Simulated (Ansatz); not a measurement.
Consider the formal exchange of groups at the Si–Ge bond: `[OH][Ge]([OH])([SiH3])[GeH3]` + `CC` → `C[SiH3]` + `[CH3][Ge]([OH])([OH])[GeH3]`.

Calculated with Ansatz (gas phase, PBE0-D4/def2-TZVP geometries, no zero-point term in ΔE). CCSD(T)/CBS is the MP2 limit (def2-TZVPP, def2-QZVPP) plus CCSD(T) − MP2 in def2-TZVPP, frozen cores. This one scheme is used for every species. DFT in def2-TZVPP. For Ge outer-core shells are correlated without core-valence functions, which leaves a few kJ/mol of doubt a bond. Scalar relativity is left out up to krypton. One conformer a species, not always the lowest.

(1) Is it downhill or uphill in electronic energy at CCSD(T)/CBS, and by how much? (Best estimate.)

(2) What do these levels give: ωB97X-V, r2SCAN, MP2/def2-TZVPP, SCS-MP2/def2-TZVPP, MP2/def2-QZVPP, CCSD/CBS(def2)? (Estimate.)

Largest T1 diagnostic among the species: 0.013.

Results:

(1) Computed: Downhill: ΔE = -7.8 kcal/mol.

(2) Ansatz gave: ωB97X-V -7.1, r2SCAN -7.2, MP2/def2-TZVPP -9.4, SCS-MP2/def2-TZVPP -8.7, MP2/def2-QZVPP -9.4, CCSD/CBS(def2) -7.9 kcal/mol.

From PBE to PBE0 (25 % exact exchange), in def2-TZVPP and without D4, ΔE moves by −0.9 kcal/mol.
